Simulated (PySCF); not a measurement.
TDDFT excited states: C6H6P2Si

C₆H₆P₂Si.
Geometry (GFN2-xTB, Å), atoms numbered from 1 in this order:
```
atom  x, y, z in Å
C1     4.5563    0.2290    0.0093
C2     3.3540    0.1732    0.0098
C3     1.9454    0.1072    0.0067
P4     1.1736    0.7344   -1.4350
C5    -0.5112    0.5012   -1.1070
C6    -1.1422   -0.0399    0.0036
Si7   -3.0367   -0.1678   -0.0160
C8    -0.4658   -0.5213    1.1148
P9     1.2329   -0.5922    1.4457
H10    5.6043    0.2745    0.0086
H11   -1.1523    0.8425   -1.9137
H12   -3.5241   -0.0776    1.3605
H13   -3.3980   -1.4603   -0.6029
H14   -3.5681    0.9278   -0.8267
H15   -1.0726   -0.9227    1.9204
```

Computed, not measured: PySCF, TDDFT PBE0/def2-SVPD, vertical, gas phase, core orbitals frozen in the response. GFN2-xTB frequencies show an imaginary mode (32i cm⁻¹), so this geometry is no minimum at that level.

**Question.** List the vertical singlet excitations with oscillator strengths and describe the spectrum.

**Answer.** 

```json
{"state": "S1", "E (eV)": "3.71", "λ (nm)": "334.6", "f": "0.0000", "symmetry": "–", "main configurations (H = HOMO, L = LUMO)": "H-1→L (98%)"}
{"state": "S2", "E (eV)": "3.74", "λ (nm)": "331.5", "f": "0.0000", "symmetry": "–", "main configurations (H = HOMO, L = LUMO)": "H→L+1 (64%), H-2→L (35%)"}
{"state": "S3", "E (eV)": "3.99", "λ (nm)": "310.8", "f": "0.013", "symmetry": "A′", "main configurations (H = HOMO, L = LUMO)": "H-1→L+1 (99%)"}
{"state": "S4", "E (eV)": "4.11", "λ (nm)": "302.0", "f": "0.217", "symmetry": "A′", "main configurations (H = HOMO, L = LUMO)": "H→L (91%)"}
{"state": "S5", "E (eV)": "4.43", "λ (nm)": "279.6", "f": "0.0067", "symmetry": "A′", "main configurations (H = HOMO, L = LUMO)": "H-3→L (99%)"}
{"state": "S6", "E (eV)": "4.49", "λ (nm)": "275.9", "f": "0.0000", "symmetry": "–", "main configurations (H = HOMO, L = LUMO)": "H-4→L (96%)"}
{"state": "S7", "E (eV)": "4.59", "λ (nm)": "269.9", "f": "0.0005", "symmetry": "–", "main configurations (H = HOMO, L = LUMO)": "H-3→L+1 (96%)"}
{"state": "S8", "E (eV)": "4.71", "λ (nm)": "263.4", "f": "0.175", "symmetry": "A″", "main configurations (H = HOMO, L = LUMO)": "H-2→L (58%), H→L+1 (34%)"}
```

Triplets (Tamm–Dancoff): T1 2.58 eV, H→L (74%), H-2→L+1 (22%); T2 3.17 eV, H-2→L+1 (75%), H→L (23%); T3 3.19 eV, H→L+1 (50%), H-2→L (48%).

The lowest singlet comes at 335 nm (357 kJ/mol) in the ultraviolet; it is dark (f under 0.0005); its leading configuration is HOMO-1→LUMO (98%). The most intense listed level is S4 at 4.11 eV (302 nm, f = 0.217), 0.40 eV above S1. Löwdin shares by element: HOMO carbon 60% or more, phosphorus 9% or more (atoms not listed hold the other 30%); LUMO carbon 31% or more, phosphorus 31% (atoms not listed hold the other 38%). The listed states span 1.00 eV, and the widest gap between neighbours is 0.33 eV (S4 to S5). Weighted by f, the mean energy of these states is 4.36 eV. Orbital energies (eV): HOMO-3 -8.21, HOMO-2 -7.56, HOMO-1 -7.51, HOMO -7.13, LUMO -2.48, LUMO+1 -2.27, LUMO+2 0.16. No computed singlet lies in the visible range (380 to 750 nm); the lowest, at 335 nm, stands 0.44 eV above its violet end (3.26 eV); a Tamm–Dancoff triplet lies at 480 nm, without intensity as long as spin–orbit coupling is left out. Symmetry labels in Cs follow from the direction of the transition dipole and are given only for states with f of 0.002 or more. Singlets were solved by full linear response, triplets in the Tamm–Dancoff approximation.
